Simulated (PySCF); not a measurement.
What does the GFN2-xTB structure of InChI=1S/C6H2FNO2/c7-5-4(9)1-3(2-8)6(5)10/h1,5H/t5-/m0/s1 look like in three dimensions?

```xyz
12
C6H2FNO2 angstrom
N      3.482   -0.050   -0.652
C      2.362    0.021   -0.423
C      0.984    0.096   -0.146
C      0.235    1.213   -0.075
C     -1.175    0.898    0.235
O     -2.042    1.656    0.557
C     -1.296   -0.629    0.077
F     -2.088   -1.207    1.022
C      0.156   -1.126    0.129
O      0.535   -2.230    0.367
H      0.580    2.225   -0.210
H     -1.732   -0.868   -0.906
```

Orientation and origin are arbitrary. Atoms count from 1 in this order. The 6 C–C bonds span 1.347 Å (C3=C4, drawn double) to 1.539 Å (C5–C7, drawn single), a spread of 0.192 Å. The 5-membered ring C3–C4–C5–C7–C9 has internal angles of 104.1° to 111.4° (sum 536°, against 540° for a flat polygon); it is puckered, 0.08 Å rms from its mean plane, widest ring torsion 18°.

Bonds between heavy atoms (Å): N1≡C2 1.145, C2–C3 1.408, C3=C4 1.347, C4–C5 1.478, C5=O6 1.196, C5–C7 1.539, C7–F8 1.362, C7–C9 1.535, C9=O10 1.192, C3–C9 1.502.

The geometry is computed with GFN2-xTB (gas phase).

Point group: C1 (no symmetry element, even within 0.4 Å). No GFN2-xTB frequencies stand behind this structure, so it isn't proved a minimum. The numbers are those of one conformer (C3–C4–C5–O6 168°, C4–C5–C7–F8 141°, C5–C7–C9–O10 160°, C2–C3–C9–C7 -168°).
